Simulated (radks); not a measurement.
Isoelectronic series with 18 electrons, all held in the configuration [Ar], which need not be the ground one along the series. Method: scalar-relativistic Kohn-Sham, LDA (Slater exchange, Perdew-Wang correlation), spin-polarised, spherical densities, finite nucleus; Fermi nuclear charge, rms radius of each element as measured or else 0.836 A^(1/3) + 0.57 fm; computed with a radial shooting solver on a logarithmic mesh with Libxc functionals. Total energies (hartree) and mean radii <r> (bohr):

ion,E (hartree),3p,3s,2p
Ar,-527.80851,1.665,1.408,0.3774
K+,-600.39599,1.427,1.268,0.3512
Ca2+,-678.01406,1.258,1.153,0.3283
Sc3+,-760.66069,1.129,1.057,0.3082
Ti4+,-848.33977,1.027,0.9762,0.2903
V5+,-941.05874,0.9425,0.9069,0.2744
Cr6+,-1038.82734,0.8719,0.8470,0.2601
Mn7+,-1141.65722,0.8115,0.7946,0.2472
Fe8+,-1249.56159,0.7594,0.7483,0.2354
Co9+,-1362.55479,0.7137,0.7072,0.2248
Ni10+,-1480.65262,0.6734,0.6704,0.2150
Cu11+,-1603.87116,0.6375,0.6373,0.2060
Zn12+,-1732.22864,0.6053,0.6072,0.1977
Ga13+,-1865.74339,0.5762,0.5799,0.1901
Ge14+,-2004.43503,0.5499,0.5548,0.1830
As15+,-2148.32452,0.5258,0.5319,0.1764
Se16+,-2297.43292,0.5038,0.5107,0.1702
Br17+,-2451.78297,0.4836,0.4911,0.1645
Kr18+,-2611.39790,0.4649,0.4729,0.1591
Rb19+,-2776.30222,0.4476,0.4560,0.1541
Sr20+,-2946.52110,0.4316,0.4403,0.1493
